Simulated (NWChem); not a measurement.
C2H4F2OSi; SMILES O=CC(F)([SiH3])F

```xyz
10

O     -0.8712     2.0744     0.0451
C     -0.1455     1.3521    -0.5737
C      0.4125     0.0561     0.0012
F      0.8260     0.2726     1.2743
F      1.4965    -0.3002    -0.7453
Si    -0.8589    -1.4104     0.0053
H      0.1579     1.5417    -1.6354
H     -1.9845    -1.0512     0.9092
H     -1.3429    -1.6119    -1.3905
H     -0.1222    -2.6089     0.4902
```
Atoms are numbered in this order, from 1.

Structure relaxed at the PBE0/def2-SVP level.

Give the principal values of the shielding tensors (ppm) of O1, C2, C3, F4, F5 from B3LYP/6-31G* (spherical d), GIAO (NWChem), with their diamagnetic and paramagnetic parts as GIAO splits them.


```json
[
 {"atom": "O1", "σ11": "-920.8", "σ22": "-396.1", "σ33": "386.9", "isotropic": "-310.0", "diamagnetic": "398.1", "paramagnetic": "-708.0"},
 {"atom": "C2", "σ11": "-75.4", "σ22": "-0.8", "σ33": "89.2", "isotropic": "4.3", "diamagnetic": "253.9", "paramagnetic": "-249.6"},
 {"atom": "C3", "σ11": "56.9", "σ22": "73.9", "σ33": "81.8", "isotropic": "70.9", "diamagnetic": "244.4", "paramagnetic": "-173.6"},
 {"atom": "F4", "σ11": "202.3", "σ22": "353.4", "σ33": "401.6", "isotropic": "319.1", "diamagnetic": "471.9", "paramagnetic": "-152.8"},
 {"atom": "F5", "σ11": "207.2", "σ22": "367.5", "σ33": "429.7", "isotropic": "334.8", "diamagnetic": "472.2", "paramagnetic": "-137.4"}
]
```
